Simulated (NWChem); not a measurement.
iodoethane (C$_{2}$H$_{5}$I); SMILES CCI

```xyz
8

C      0.4572     2.4069     0.0000
C     -0.6825     1.4098     0.0000
I      0.0153    -0.6676     0.0000
H      1.0984     2.2994     0.8966
H      0.0407     3.4376     0.0000
H      1.0984     2.2994    -0.8966
H     -1.3208     1.4838     0.8996
H     -1.3208     1.4838    -0.8996
```
Atoms are numbered in this order, from 1.

Level: PBE-D3(BJ)/def2-SVP with def2 effective core potentials on I (NWChem), optimised geometry, unscaled harmonic frequencies. def2 effective core potentials on I; no spin-orbit coupling.

Problem. List the harmonic frequencies with IR intensities, and the thermochemistry.

Solution. 
| frequency (cm⁻¹) | IR intensity (km/mol) |
|---|---|
| 250 | 1.6 |
| 256 | 0.0 |
| 488 | 7.3 |
| 722 | 7.3 |
| 941 | 17.2 |
| 947 | 0.0 |
| 1053 | 1.3 |
| 1175 | 83.1 |
| 1201 | 0.6 |
| 1339 | 4.0 |
| 1404 | 10.7 |
| 1408 | 1.3 |
| 1422 | 2.1 |
| 2969 | 15.7 |
| 3035 | 3.7 |
| 3057 | 9.3 |
| 3080 | 4.6 |
| 3111 | 3.0 |

```yaml
zero_point_energy: 39.8 kcal/mol
thermal correction to the enthalpy at 298.15 K (with zero-point energy): 43.1 kcal/mol
heat capacity Cv: 13.6 cal/(mol K)
entropy at 298.15 K and 1 atm (symmetry number 1): 70.6 cal/(mol K)
```

Rigid rotor and harmonic oscillator.
